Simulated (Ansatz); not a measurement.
The Sn1–H2 bond of CH4OSn (SMILES C[O][SnH]) is stretched (multiplicity 1, the rest rigid).
Geometry at rest (charge 0, multiplicity 1):
```xyz
7

Sn    -0.2559    -0.3540     0.4797
H     -1.2954    -0.7768    -0.9320
O      0.8827     0.8922    -0.5659
C      0.7858     1.2266    -1.9346
H      0.6295     2.3050    -2.0404
H      1.7204     0.9698    -2.4438
H     -0.0383     0.7038    -2.4332
```

Frozen-core correlation. Filled d and f shells under p-block atoms count as core.

The values were computed with Ansatz (Gaussian basis) for Hartree–Fock, density functionals and correlated methods.  In def2 rows elements past Kr take small-core potentials, without spin–orbit coupling.

Energies above the point at 1.803 Å (the B3LYP-D3(BJ) bond length), FIC-MRCISD+Q on CASSCF(2,2)/def2-TZVPP (kcal/mol): 4.71 at 1.623 Å; 3.17 at 1.984 Å; 66.24 at 5.771 Å.

Q: Take the last value as the depth D of a Morse curve D(1 − e^(−a(R − R₀)))², fit a and R₀ to the two near points, and test it at 2.435 and 3.156 Å.

A: 
With D = 66.2, both near points (counted from the curve's value at 1.803 Å) are met by a = 1.34 Å⁻¹ and R₀ = 1.799 Å, so k = 2Da² = 238 kcal/(mol Å²). The curve then gives 21.8 and 46.5 kcal/mol; the level itself gives 22.3 and 50.0, so Morse is off by -0.6 and -3.5.

Ansatz is a program for electronic structure.
